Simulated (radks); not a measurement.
Excited configurations of W3+: one electron is placed in a higher orbital outside [Xe] 4f14 5d2. The ground configuration is [Xe] 4f14 5d3. All-electron calculation, Dirac Kohn-Sham, PBE, spin-unpolarised, spherical densities, finite nucleus; open shells fill j = l - 1/2 first; Fermi nuclear charge, rms radius 5.3658 fm. Program: a radial shooting solver on a logarithmic mesh with Libxc functionals. Excitation = E - E(ground); binding = E(ion) - E, where the ion is the core of charge +4; n* = 4/sqrt(2 binding) in atomic units, and the quantum defect is n - n*.

outer orbital  excitation (eV)  binding (eV)     n*  quantum defect  eigenvalue (eV)  <r> (bohr)
5f5/2                   22.965        14.642  3.856           1.144          -12.038       3.974
6s1/2                    3.764        33.843  2.536           3.464          -29.655       2.565
6p1/2                   10.464        27.143  2.832           3.168          -23.539       2.942
6d3/2                   20.522        17.084  3.570           2.430          -14.809       4.220
6f5/2                   27.931         9.675  4.743           1.257           -8.368       7.062
7s1/2                   20.406        17.201  3.557           3.443          -15.330       4.892
7p1/2                   22.871        14.736  3.844           3.156          -13.088       5.492
7d3/2                   27.062        10.545  4.544           2.456           -9.296       7.255
7f5/2                   30.873         6.734  5.686           1.314           -5.949       10.87

The Delta-SCF ionisation energy is 37.607 eV (NIST Atomic Spectra Database: 38.2 eV, semi-empirical). Self-interaction in the functional shifts the binding energies and quantum defects, so they are the method's values and not measured ones. Spin polarisation and multiplet splitting are left out, so open shells lie too high by an amount that depends on their filling.

Beside tabulated values, note that spin-unpolarised runs miss the spin-polarisation part of the exchange energy of open shells.
